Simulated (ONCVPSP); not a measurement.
## Configuration tests for nitrogen (N) (ONCV)

N (Z = 7), optimised norm-conserving Vanderbilt (ONCV), made with ONCVPSP 4.0.1 (PBE, scalar-relativistic). Core [He], reference 2s2 2p2.5 (charge +0.5). Waves: 2s: rc 0.85 bohr, ncon 4, nbas 8, qcut 7.9 1/bohr, 3 projectors, debl 2.1 Ha; 2p: rc 1.75 bohr, ncon 3, nbas 7, qcut 6.9 1/bohr, 2 projectors, debl 3.5 Ha; d scattering state at 0.4 Ha: rc 1.45 bohr, ncon 4, nbas 8, qcut 5.9 1/bohr, 2 projectors, debl 2.2 Ha. Local part: polynomial inside 0.55 bohr (lpopt 5, dvloc0 0 Ha). Core correction: none.

Energies are relative to the spin-unpolarised reference configuration 2s2 2p2.5; without spin polarisation the order of configurations can differ from experiment.

(1) Give the all-electron excitation energy and the error of the potential for: 2s2 2p3; 2s2 2p2; 2s2 2p1; 2s1 2p3.

Levels in the configuration 2s2 2p3:

```json
{"level": "2s", "all-electron (eV)": "-18.583", "pseudo (eV)": "-18.585"}
{"level": "2p", "all-electron (eV)": "-7.090", "pseudo (eV)": "-7.122"}
```

Note: ghosts flagged at negative energy: s at -311.3 eV; GHOST(+) flagged for d at 19.1 eV, p at 83.0 eV. A true bound ghost makes a file unfit for plane-wave use.

Answers

(1)

| valence configuration | charge | ΔE all-electron (eV) | error AE − PS (meV) |
| --- | --- | --- | --- |
| 2s2 2p3 | 0 | -5.093 | +10 |
| 2s2 2p2 | +1 | 8.498 | +18 |
| 2s2 2p1 | +2 | 37.351 | +278 |
| 2s1 2p3 | +1 | 20.279 | -32 |
